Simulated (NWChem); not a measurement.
Everything below was run with NWChem. System: diantimony (Sb₂), charge 0, spin multiplicity 1, at a geometry optimised with B3LYP/def2-SVP with def2 effective core potentials on Sb. Level: G0W0@PBE/def2-QZVP with def2 effective core potentials on Sb, RI basis def2-qzvp-rifit, no spin-orbit coupling.

Input file:

```
start mol
memory heap 200 mb stack 700 mb global 1700 mb
geometry units angstroms nocenter noautoz
  Sb     0.000000     0.000000     1.251459
  Sb     0.000000     0.000000    -1.251459
  symmetry group D2h
end
basis spherical
  * library def2-qzvp
end
ecp
  Sb library def2-ecp
end
basis "ri basis" bse spherical
  * library def2-qzvp-rifit
end
dft
  xc xpbe96 cpbe96
  iterations 100
  direct
  tolerances tight
end
task dft energy
gw
  method cdgw
  states alpha occ 4 vir 2
end
task dft gw
```

NWChem printed:

```
             Northwest Computational Chemistry Package (NWChem) 7.3.0
             --------------------------------------------------------

                                NWChem Input Module
                                -------------------

 Scaling coordinates for geometry "geometry" by  1.889725989
 (inverse scale =  0.529177249)

 Turning off AUTOSYM since
 SYMMETRY directive was detected!

                             Geometry "geometry" -> ""
                             -------------------------

 Output coordinates in angstroms (scale by  1.889725989 to convert to a.u.)

  No.       Tag          Charge          X              Y              Z
 ---- ---------------- ---------- -------------- -------------- --------------
    1 Sb                  51.0000     0.00000000     0.00000000     1.25145900
    2 Sb                  51.0000     0.00000000     0.00000000    -1.25145900

 Effective nuclear repulsion energy (a.u.)     549.9141500633

            Nuclear Dipole moment (a.u.)
            ----------------------------
        X                 Y               Z
 ---------------- ---------------- ----------------
     0.0000000000     0.0000000000     0.0000000000

      Symmetry information
      --------------------

 Group name             D2h
 Group number             26
 Group order               8
 No. of unique centers     1

      Symmetry unique atoms

     1


 Summary of "ao basis" -> "" (spherical)
 ------------------------------------------------------------------------------
       Tag                 Description            Shells   Functions and Types
 ---------------- ------------------------------  ------  ---------------------
 *                         def2-qzvp                  on all atoms

 Summary of "ri basis" -> "" (spherical)
 ------------------------------------------------------------------------------
       Tag                 Description            Shells   Functions and Types
 ---------------- ------------------------------  ------  ---------------------
 *                      def2-qzvp-rifit               on all atoms

  pbe96 is a nonlocal functional; adding pw91lda local functional.

                                 NWChem DFT Module
                                 -----------------

 Summary of "ao basis" -> "ao basis" (spherical)
 ------------------------------------------------------------------------------
       Tag                 Description            Shells   Functions and Types
 ---------------- ------------------------------  ------  ---------------------
 Sb                        def2-qzvp                22       82   7s6p4d4f1g

 Summary of "ao basis" -> "ao basis" (spherical)
 ------------------------------------------------------------------------------
       Tag                 Description            Shells   Functions and Types
 ---------------- ------------------------------  ------  ---------------------
 Sb                        def2-qzvp                22       82   7s6p4d4f1g

      Symmetry analysis of basis
      --------------------------

        ag         32
        au         10
        b1g        10
        b1u        32
        b2g        20
        b2u        20
        b3g        20
        b3u        20

            General Information
            -------------------
          SCF calculation type: DFT
          Wavefunction type:  closed shell.
          No. of atoms     :     2
          No. of electrons :    46
           Alpha electrons :    23
            Beta electrons :    23
          Charge           :     0
          Spin multiplicity:     1
          Use of symmetry is: on ; symmetry adaption is: on
          Maximum number of iterations: 100
          This is a Direct SCF calculation.
          AO basis - number of functions:   164
                     number of shells:    44
          Convergence on energy requested:  1.00D-06
          Convergence on density requested:  1.00D-05
          Convergence on gradient requested:  5.00D-04

              XC Information
              --------------
          PerdewBurkeErnzerhof Exchange Functional  1.000
            Perdew 1991 LDA Correlation Functional  1.000 local
           PerdewBurkeErnz. Correlation Functional  1.000 non-local

             Grid Information
             ----------------
          Grid used for XC integration:  medium
          Radial quadrature: Mura-Knowles
          Angular quadrature: Lebedev.
          Tag              B.-S. Rad. Rad. Pts. Rad. Cut. Ang. Pts.
          ---              ---------- --------- --------- ---------
          Sb                  1.45      123          11.0       590
          Grid pruning is: on
          Number of quadrature shells:   123
          Spatial weights used:  Erf1

          Convergence Information
          -----------------------
          Convergence aids based upon iterative change in
          total energy or number of iterations.
          Levelshifting, if invoked, occurs when the
          HOMO/LUMO gap drops below (HL_TOL):  1.00D-02
          DIIS, if invoked, will attempt to extrapolate
          using up to (NFOCK): 10 stored Fock matrices.

                    Damping( 0%)  Levelshifting(0.5)       DIIS
                  --------------- ------------------- ---------------
          dE  on:    start            ASAP                start
          dE off:    2 iters        100 iters           100 iters

      Screening Tolerance Information
      -------------------------------
          Density screening/tol_rho:  1.00D-10
          AO Gaussian exp screening on grid/accAOfunc:  14
[...]
 d= 0,ls=0.0,diis     1   -480.5127059868 -5.92D+02  4.50D-03  2.66D-01    16.7

 !! scf_movecs_sym_adapt:   68 vectors were symmetry contaminated

  Symmetry fudging

 !! scf_movecs_sym_adapt:   28 vectors were symmetry contaminated

 d= 0,ls=0.0,diis     2   -480.5338425846 -2.11D-02  1.51D-03  9.27D-03    27.7

 !! scf_movecs_sym_adapt:   68 vectors were symmetry contaminated

  Symmetry fudging

 !! scf_movecs_sym_adapt:   32 vectors were symmetry contaminated

 d= 0,ls=0.0,diis     3   -480.5348982802 -1.06D-03  4.69D-04  8.49D-03    38.8

 !! scf_movecs_sym_adapt:   64 vectors were symmetry contaminated

  Symmetry fudging

 !! scf_movecs_sym_adapt:   40 vectors were symmetry contaminated

 d= 0,ls=0.0,diis     4   -480.5359714410 -1.07D-03  1.01D-04  1.16D-03    49.9

 !! scf_movecs_sym_adapt:   68 vectors were symmetry contaminated

  Symmetry fudging

 !! scf_movecs_sym_adapt:   42 vectors were symmetry contaminated

 d= 0,ls=0.0,diis     5   -480.5360327136 -6.13D-05  2.28D-05  6.78D-05    61.1

 !! scf_movecs_sym_adapt:   64 vectors were symmetry contaminated

  Symmetry fudging

 !! scf_movecs_sym_adapt:   42 vectors were symmetry contaminated

 d= 0,ls=0.0,diis     6   -480.5360357622 -3.05D-06  3.55D-06  7.90D-07    72.3

 !! scf_movecs_sym_adapt:   60 vectors were symmetry contaminated

  Symmetry fudging

 !! scf_movecs_sym_adapt:   42 vectors were symmetry contaminated

 d= 0,ls=0.0,diis     7   -480.5360358256 -6.33D-08  3.20D-07  4.97D-09    83.6

         Total DFT energy =     -480.536035825552
      One electron energy =    -1063.212567653659
           Coulomb energy =      509.562290032232
    Exchange-Corr. energy =      -38.729120519967
 Nuclear repulsion energy =      111.843362315841

 Numeric. integr. density =       45.999999982162

     Total iterative time =     78.1s

                  Occupations of the irreducible representations
                  ----------------------------------------------

                     irrep           alpha         beta
                     --------     --------     --------
                     ag                6.0          6.0
                     au                1.0          1.0
                     b1g               1.0          1.0
                     b1u               5.0          5.0
                     b2g               2.0          2.0
                     b2u               3.0          3.0
                     b3g               2.0          2.0
                     b3u               3.0          3.0

                       DFT Final Molecular Orbital Analysis
                       ------------------------------------

 Vector   21  Occ=2.000000D+00  E=-2.257045D-01  Symmetry=ag
              MO Center= -1.7D-30, -1.1D-30,  4.9D-16, r^2= 4.8D+00
   Bfn.  Coefficient  Atom+Function         Bfn.  Coefficient  Atom+Function
  ----- ------------  ---------------      ----- ------------  ---------------
    19      0.310592  1 Sb pz               101     -0.310592  2 Sb pz
    22      0.273977  1 Sb pz               104     -0.273977  2 Sb pz
    10     -0.219046  1 Sb pz                92      0.219046  2 Sb pz
     7      0.131948  1 Sb s                 89      0.131948  2 Sb s
     6      0.119469  1 Sb s                 88      0.119469  2 Sb s

 Vector   22  Occ=2.000000D+00  E=-2.120845D-01  Symmetry=b2u
              MO Center= -3.1D-18, -3.3D-18,  2.4D-17, r^2= 3.8D+00
   Bfn.  Coefficient  Atom+Function         Bfn.  Coefficient  Atom+Function
  ----- ------------  ---------------      ----- ------------  ---------------
    21      0.291039  1 Sb py               103      0.291039  2 Sb py
    18      0.281076  1 Sb py               100      0.281076  2 Sb py
     9     -0.196109  1 Sb py                91     -0.196109  2 Sb py
    24      0.099328  1 Sb py               106      0.099328  2 Sb py
    15      0.069228  1 Sb py                97      0.069228  2 Sb py

 Vector   23  Occ=2.000000D+00  E=-2.120845D-01  Symmetry=b3u
              MO Center= -1.1D-18, -2.3D-18, -2.1D-17, r^2= 3.8D+00
   Bfn.  Coefficient  Atom+Function         Bfn.  Coefficient  Atom+Function
  ----- ------------  ---------------      ----- ------------  ---------------
    20      0.291039  1 Sb px               102      0.291039  2 Sb px
    17      0.281076  1 Sb px                99      0.281076  2 Sb px
     8     -0.196109  1 Sb px                90     -0.196109  2 Sb px
    23      0.099328  1 Sb px               105      0.099328  2 Sb px
    14      0.069228  1 Sb px                96      0.069228  2 Sb px

 Vector   24  Occ=0.000000D+00  E=-1.287417D-01  Symmetry=b3g
              MO Center=  4.2D-19, -3.8D-17,  9.2D-17, r^2= 5.0D+00
   Bfn.  Coefficient  Atom+Function         Bfn.  Coefficient  Atom+Function
  ----- ------------  ---------------      ----- ------------  ---------------
    21      0.349573  1 Sb py               103     -0.349573  2 Sb py
    18      0.310284  1 Sb py               100     -0.310284  2 Sb py
    24      0.239835  1 Sb py               106     -0.239835  2 Sb py
     9     -0.206760  1 Sb py                91      0.206760  2 Sb py
    15      0.076985  1 Sb py                97     -0.076985  2 Sb py

 Vector   25  Occ=0.000000D+00  E=-1.287417D-01  Symmetry=b2g
              MO Center=  8.5D-18,  2.5D-19,  2.4D-16, r^2= 5.0D+00
   Bfn.  Coefficient  Atom+Function         Bfn.  Coefficient  Atom+Function
  ----- ------------  ---------------      ----- ------------  ---------------
    20      0.349573  1 Sb px               102     -0.349573  2 Sb px
    17      0.310284  1 Sb px                99     -0.310284  2 Sb px
    23      0.239835  1 Sb px               105     -0.239835  2 Sb px
     8     -0.206760  1 Sb px                90      0.206760  2 Sb px
    14      0.076985  1 Sb px                96     -0.076985  2 Sb px

 Vector   26  Occ=0.000000D+00  E=-2.754428D-02  Symmetry=b1u
              MO Center= -7.4D-31,  1.7D-31,  1.2D-16, r^2= 1.0D+01
   Bfn.  Coefficient  Atom+Function         Bfn.  Coefficient  Atom+Function
  ----- ------------  ---------------      ----- ------------  ---------------
     7      1.783702  1 Sb s                 89     -1.783702  2 Sb s
    25     -1.215972  1 Sb pz               107     -1.215972  2 Sb pz
    22     -0.700323  1 Sb pz               104     -0.700323  2 Sb pz
     5      0.189295  1 Sb s                 87     -0.189295  2 Sb s
    43      0.176852  1 Sb d  0             125     -0.176852  2 Sb d  0

 center of mass
 --------------
 x =   0.00000000 y =   0.00000000 z =   0.00000000

 moments of inertia (a.u.)
 ------------------
        1352.386634387201           0.000000000000           0.000000000000
           0.000000000000        1352.386634387201           0.000000000000
           0.000000000000           0.000000000000           0.000000000000

     Multipole analysis of the density
     ---------------------------------

     L   x y z        total         alpha         beta         nuclear
     -   - - -        -----         -----         ----         -------
     0   0 0 0     -0.000000    -23.000000    -23.000000     46.000000

     1   1 0 0     -0.000000     -0.000000     -0.000000      0.000000
     1   0 1 0     -0.000000     -0.000000     -0.000000      0.000000
     1   0 0 1      0.000000      0.000000      0.000000      0.000000

     2   2 0 0    -38.583452    -19.291726    -19.291726      0.000000
     2   1 1 0      0.000000      0.000000      0.000000      0.000000
     2   1 0 1      0.000000      0.000000      0.000000      0.000000
     2   0 2 0    -38.583452    -19.291726    -19.291726      0.000000
     2   0 1 1      0.000000      0.000000      0.000000      0.000000
     2   0 0 2    -36.884785   -147.077276   -147.077276    257.269768

 Task  times  cpu:       83.6s     wall:       83.6s

                                NWChem Input Module
                                -------------------

                                 NWChem GW Module
                                 ----------------

                             ***********************
                             ***        GW       ***
                             ***********************

 Summary of "ri basis" -> "ri basis" (spherical)
 ------------------------------------------------------------------------------
       Tag                 Description            Shells   Functions and Types
 ---------------- ------------------------------  ------  ---------------------
 Sb                     def2-qzvp-rifit             50      276   10s10p9d8f6g5h2i

                 Memory Information
                 ------------------
          Available GA per process is          1699.8 MBs
          Available stack per process is        700.0 MBs
          Available heap per process is           0.1 MBs

          Peak memory in Initialization
              Peak GA per process is                 19.8 MBs
              Peak stack per process is               0.3 MBs
              Peak heap per process is               20.9 MBs
              Memory not in MA per process            0.0 MBs

          Peak memory in CDGW Calculation
              Peak GA per process is                 24.7 MBs
              Peak stack per process is               4.7 MBs
              Peak heap per process is                4.1 MBs
              Memory not in MA per process            0.0 MBs

          Computing 2-center integrals
          Computing Inverse Cholesky factor
          Computing 3-center integrals
          Computing Vxc

          Computing Sigma_x
          Computing W(iw) on the imaginary grid
          Solving quasiparticle equations

                  Alpha Orbitals
          State     Energy (eV)     Error (eV)
          -----------------------------------
@GW        20        -11.552           0.003
@GW        21         -8.769           0.002
@GW        22         -8.371           0.002
@GW        23         -8.371           0.002
@GW        24         -1.337           0.002
@GW        25         -1.340           0.005

     GW Timing Statistics
   ------------------------
   Init.   :          0.6s
     ERIs  :          7.5s
     Distr.:          0.1s
     Vxc   :          0.2s
   Vmo     :          0.0s
   iW      :          8.3s
   I_n     :          0.0s
   R_n     :          1.0s
   GW total:         17.7s

 Task  times  cpu:       17.7s     wall:       17.7s

 Total times  cpu:      101.4s     wall:      101.4s
```
